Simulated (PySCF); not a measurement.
# How methods differ on the ionisation energy of Tm⁴⁴⁺

Tm⁴⁴⁺ [Ar] 3d7 (4F) → Tm⁴⁵⁺ [Ar] 3d6 (5D), as a difference of total energies. Calculation: PySCF 2.14, in an uncontracted even-tempered set (18 s from 8.8 bohr⁻², ratio 2.5; 13 p from 11 bohr⁻², ratio 2.5; 8 d from 11 bohr⁻², ratio 2.5; 4 f from 47 bohr⁻², ratio 2.7; 3 g from 71 bohr⁻², ratio 2.7); the spin-free X2C one-electron Hamiltonian (Gaussian nucleus). Correlated levels: outer shells: [Ne] frozen; virtual orbitals above 40 to 60 times the deepest correlated orbital energy dropped. The calculations carry no spin-orbit coupling.

```json
{"method": "UHF", "ionisation energy (eV)": "3665.8"}
{"method": "LDA", "ionisation energy (eV)": "3665.4"}
{"method": "PBE", "ionisation energy (eV)": "3666.4"}
{"method": "PBE0", "ionisation energy (eV)": "3666.8"}
{"method": "r2SCAN", "ionisation energy (eV)": "3668.2"}
{"method": "BLYP", "ionisation energy (eV)": "3666.6"}
{"method": "BP86", "ionisation energy (eV)": "3667.2"}
{"method": "MP2 (outer shells)", "ionisation energy (eV)": "3666.9"}
{"method": "SCS-MP2 (outer shells)", "ionisation energy (eV)": "3667.1"}
```

Spin-orbit coupling is strong in these open shells (close to jj coupling). The scalar numbers leave it out and a first-order estimate fails, so it can dominate the gap to the real levels.

Breit and QED terms and the two-electron picture change are absent.

For comparison: 3653 ± 4 eV (theoretical estimate listed by NIST; NIST Atomic Spectra Database, ionization energies).
